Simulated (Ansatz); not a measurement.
`[CH3][GeH]1[CH2][O]1` + H₂O → `[OH][GeH]1[CH2][O]1` + CH₄ at 500 K and 1 bar (formal hydrolysis of a Ge–C bond).

Computed with Ansatz on PBE0-D4/def2-TZVP structures; ΔE is electronic, products minus reactants. CBS: MP2 limit from def2 TZ/QZ plus the TZ coupled-cluster correction, frozen cores. This one scheme is used for every species. For Ge outer-core shells are correlated without core-valence functions, which leaves a few kJ/mol of doubt a bond. Scalar relativity is left out up to krypton. One conformer a species, not always the lowest.

```csv
species,CCSD(T)/CBS energy (Eh),H − E (kJ/mol),S (J/(mol·K))
`[CH3][GeH]1[CH2][O]1`,-2230.96327,235.7,378.8
H₂O,-76.37941,73.2,206.3
`[OH][GeH]1[CH2][O]1`,-2266.89182,172.2,364.0
CH₄,-40.46206,135.6,206.8
```

H − E and S are ideal-gas, rigid-rotor, harmonic terms from PBE0-D4/def2-TZVP, for one conformer and one mirror image of each species. 1 Eh = 2625.50 kJ/mol, R = 8.31446 J/(mol·K).

By hand: ΔE, ΔH, ΔS and ΔG.

ΔE = (-2266.89182) + (-40.46206) − (-2230.96327) − (-76.37941) = -0.01120 Eh = -29.4 kJ/mol. Δ(H − E) = 172.2 + 135.6 − 235.7 − 73.2 = -1.1, so ΔH = -30.5 kJ/mol. ΔS = 364.0 + 206.8 − 378.8 − 206.3 = -14.3 J/(mol·K). ΔG = -30.5 − 500 × (-14.3)/1000 = -23.4 kJ/mol.

By hand: the equilibrium constant, and the temperature at which ΔG would vanish if ΔH and ΔS stayed fixed.

log₁₀ K = −ΔG/(RT ln 10) = 2.4. ΔG = 0 at ΔH/ΔS = 2133 K, though so small a ΔS makes that figure unsure.

The number of gas molecules stays the same, so ΔS is small and ΔH decides. A doubt of 5 kJ/mol in ΔE shifts log₁₀ K by 0.5 here. Other conformers and mirror images would add mixing entropy, several J/(mol·K) or more a flexible species. These are equilibria of isolated gas molecules and say nothing of rates. Largest T1 diagnostic: 0.014 (customary marks: 0.02 for closed shells, 0.045 for open ones).
